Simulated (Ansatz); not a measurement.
Total energies of Si(OEt)H3 (C2H8OSi) from Ansatz at r2SCAN-D4/def2-TZVP, gas phase (1 Eh = 27.2114 eV = 2625.5 kJ/mol). The reference geometry is relaxed at r2SCAN-D4/def2-SVP.

| state | geometry | energy (Eh) |
| --- | --- | --- |
| charge 0 singlet | reference | -445.72077 |
| charge 1 doublet | reference | -445.35410 |
| free Si atom (triplet) | – | -289.34121 |
| free O atom (triplet) | – | -75.05861 |
| free C atom (triplet) | – | -37.83292 |
| free H atom (doublet) | – | -0.49993 |

(1) Work out the vertical ionisation energy to the doublet.

(2) What is the binding energy per atom against free atoms?

(1) E(charge 1 doublet) − E(charge 0 singlet) = -445.35410 − (-445.72077) = 0.36667 Eh = 9.98 eV. For comparison, −ε of the highest occupied level is 6.87 eV at this level, 3.11 eV less.

(2) Atoms: 1 × (-289.34121) + 1 × (-75.05861) + 2 × (-37.83292) + 8 × (-0.49993) = -444.06510 Eh. Binding: -444.06510 − (-445.72077) = 1.65567 Eh = 45.05 eV, or 3.75 eV for each of 12 atoms (no zero-point energy, no counterpoise term).
